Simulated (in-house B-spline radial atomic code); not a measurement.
Results of a calculation; reference values are marked as such.
**Extrapolating the RPA correlation energy in partial waves: Si4+**

All-electron RPA on r2SCAN orbitals from a B-spline radial code for spherical atoms, non-relativistic, point nucleus, configuration [He] 2s2 2p6. With empty states up to angular momentum L the sums are:

```json
{"L": "3", "E_c(L) (hartree)": "-0.541037"}
{"L": "4", "E_c(L) (hartree)": "-0.573076"}
{"L": "5", "E_c(L) (hartree)": "-0.585659"}
{"L": "6", "E_c(L) (hartree)": "-0.591564"}
{"L": "7", "E_c(L) (hartree)": "-0.594685"}
{"L": "8", "E_c(L) (hartree)": "-0.596481"}
{"L": "9", "E_c(L) (hartree)": "-0.597579"}
```

For large l each further wave adds A/(l + 1/2)⁴, because the basis must build the cusp where two electrons meet.

Estimate the limit from L = 8 and L = 9.

Wave 9 adds -0.001098, against a sum of (l + 1/2)⁻⁴ of 1.22774e-04, so A = -8.9433. The sum over l > 9 is ζ(4, 10.5) = 3.3168e-04, close to 1/(3 × 10³) = 3.3333e-04. The tail is -0.002966 and the limit -0.60055 hartree.

How good is the estimate?

A run to L = 11 sums to -0.59875 and extrapolates to -0.60034 hartree, 0.08 millihartree from the run before. The estimate differs from that by -0.21 millihartree, while the bare sum at L = 9 misses 2.8 millihartree (0.5 %).
